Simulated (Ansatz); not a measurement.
Reaction (ligand exchange at the Si–C bond): `CC1([SiH3])BC1` + `CC(=N)O` → `C/C(O)=N\[SiH3]` + `CC1BC1`

Computed with Ansatz on PBE0-D4/def2-TZVP structures; ΔE is electronic, products minus reactants. CCSD(T)/CBS is the MP2 limit (def2-TZVPP, def2-QZVPP) plus CCSD(T) − MP2 in def2-TZVPP, frozen cores. Functionals use def2-TZVPP. B3LYP here is the variant with VWN-RPA as its local correlation; programs differ in this. One conformer a species, not always the lowest.

| level | ΔE (kJ/mol) | difference from CCSD(T)/CBS |
| --- | --- | --- |
| PBE-D4 | -27.1 | 1.5 |
| r2SCAN-D4 | -32.3 | -3.7 |
| PBE0-D4 | -29.0 | -0.4 |
| B3LYP-D4 | -35.5 | -6.9 |
| ωB97X-V | -32.1 | -3.5 |
| ωB97M-V | -31.1 | -2.5 |
| B2PLYP | -36.3 | -7.7 |
| PBE | -29.6 | -1.0 |
| r2SCAN | -32.9 | -4.3 |
| PBE0 | -31.2 | -2.6 |
| B3LYP | -39.7 | -11.1 |
| HF/def2-TZVPP | -46.8 | -18.2 |
| MP2/def2-TZVPP | -28.6 | 0.0 |
| SCS-MP2/def2-TZVPP | -31.4 | -2.8 |
| CCSD/def2-TZVPP | -30.4 | -1.8 |
| CCSD(T)/def2-TZVPP | -28.0 | 0.6 |
| HF/def2-QZVPP | -47.3 | -18.7 |
| MP2/def2-QZVPP | -29.1 | -0.5 |
| SCS-MP2/def2-QZVPP | -31.9 | -3.3 |
| HF/CBS(def2) | -47.3 | -18.7 |
| MP2/CBS(def2) | -29.3 | -0.7 |
| CCSD/CBS(def2) | -31.0 | -2.4 |
| CCSD(T)/CBS | -28.6 | 0 |

Largest T1 diagnostic among the species: 0.013.

In def2-TZVPP, CCSD(T) changes the Hartree–Fock value by +18.9 kJ/mol (the triples alone add +2.4 kJ/mol) and MP2 by +18.2 kJ/mol. The D4 term adds +4.2 kJ/mol with B3LYP and +2.2 kJ/mol with PBE0; it sums over pairs of atoms, weighted by their polarisabilities, and B3LYP, whose exchange is more repulsive, gets the larger term.
